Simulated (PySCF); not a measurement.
# Potential energy of AlBr⁻ along the bond

Set-up: Al def2-TZVPPD, Br def2-TZVPPD; no relativity (PySCF 2.14). Energies in eV from Al + Br⁻ in their ground configurations at the same level. State: ²Π (doublet), unpaired electrons π ↑.

```json
{"R (Å)": "2.163", "PBE0": "-0.980"}
{"R (Å)": "2.264", "PBE0": "-1.248"}
{"R (Å)": "2.364", "PBE0": "-1.389"}
{"R (Å)": "2.440", "PBE0": "-1.437"}
{"R (Å)": "2.515", "PBE0": "-1.450"}
{"R (Å)": "2.591", "PBE0": "-1.437"}
{"R (Å)": "2.691", "PBE0": "-1.391"}
{"R (Å)": "2.817", "PBE0": "-1.307"}
{"R (Å)": "2.968", "PBE0": "-1.185"}
{"R (Å)": "3.169", "PBE0": "-1.016"}
```

**Question.** Put a parabola through the three lowest points of the PBE0 curve and estimate Re, k and ωe (reduced mass 20.11 u; 1 eV/Å² = 0.16022 mdyn/Å; ωe = 1302.8·√(k/μ) cm⁻¹).

**Answer.** Through R = 2.44, 2.515, 2.591 Å the second-order coefficient is 2.28 eV/Å², so Re ≈ 2.516 Å, k ≈ 0.731 mdyn/Å and ωe ≈ 248 cm⁻¹. A polynomial fit of higher order to the unrounded PBE0 energies gives Re = 2.510 Å, k = 0.733 mdyn/Å, ωe = 249 cm⁻¹; anharmonicity and rounding make the difference.

The higher-order fit for each curve: PBE0: Re = 2.510 Å, ωe = 249 cm⁻¹, De = 1.45 eV.

Spin–orbit coupling is left out. For an ion De counts to the pair picked by the measured ionisation energies or electron affinities, which need not be the lowest pair at this level. The highest Kohn–Sham level is positive in this anion. Much of that is self-interaction error, but it also means that the finite basis helps to hold the extra electron. The state was picked by a PBE0 search and need not be the measured ground state.
